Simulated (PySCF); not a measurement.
C4H9FSi, SMILES C[SiH](C)/C=C\F.

The structure is a stationary point at PBE0-D3(BJ)/def2-SVP. The structure was generated by enumeration; whether it is a known compound was not checked. Other conformers were not sampled.

Two levels are set side by side: PBE/def2-TZVP (PySCF) and CAM-B3LYP/def2-TZVP (PySCF). Same geometry, gas phase. Differences are taken from unrounded values.

```csv
quantity,CAM-B3LYP
orbital gap (eV),9.68
highest occupied level (eV),-8.88
lowest empty level (eV),0.80
dipole moment (D),0.80
mean polarisability (bohr³),73.5
```

Problem. What does PBE give, and how far is it from CAM-B3LYP? (An estimate is asked for; the answer gives what the named calculation found.)

Solution. 
```csv
quantity,PBE,PBE minus CAM-B3LYP
orbital gap (eV),5.07,-4.62
highest occupied level (eV),-6.31,2.57
lowest empty level (eV),-1.24,-2.05
dipole moment (D),0.61,-0.19
mean polarisability (bohr³),76.7,3.3
```

PBE's occupied levels lie high since its potential decays too fast outside the molecule; exact exchange lowers them and widens the gap. Loosely held outer electrons make PBE densities more polarisable. Differences between two approximate levels are no errors against the true value.

Rough cost on one machine, each run with all the roots and properties that it gave: CAM-B3LYP against PBE within a factor of 2.
